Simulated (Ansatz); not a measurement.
Basis-set extrapolation for `O[Si@@H](F)[C@@H]1CO1` (PBE0-D4/def2-TZVP geometry, frozen core, the Gaussian-basis code of Ansatz). Multiplicity 1, RHF reference.

```json
{"": "HF", "def2-TZVPP": "-616.976217", "def2-QZVPP": "-617.001102"}
{"": "MP2 correlation", "def2-TZVPP": "-1.170671", "def2-QZVPP": "-1.264415"}
{"": "CCSD(T) correlation", "def2-TZVPP": "-1.240042", "def2-QZVPP": "not run"}
```

Energies in hartree. Use E(X) = E(∞) + A·exp(−7.88·√X) for Hartree–Fock and E(X) = E(∞) + B·X^(−2.97) for correlation, with X = 3 and 4, and add CCSD(T) minus MP2 of the smaller set to the MP2 limit.

Problem. What is the CCSD(T) energy at the basis-set limit?

Solution. HF limit: -617.001102 + (-0.024885) × 0.13774 = -617.00453. MP2 limit: -1.264415 + (-0.093744) × 0.74074 = -1.33385. Higher-order term: -1.240042 − (-1.170671) = -0.06937. Total: -618.40775 hartree, 120.2 kcal/mol below CCSD(T)/def2-TZVPP.
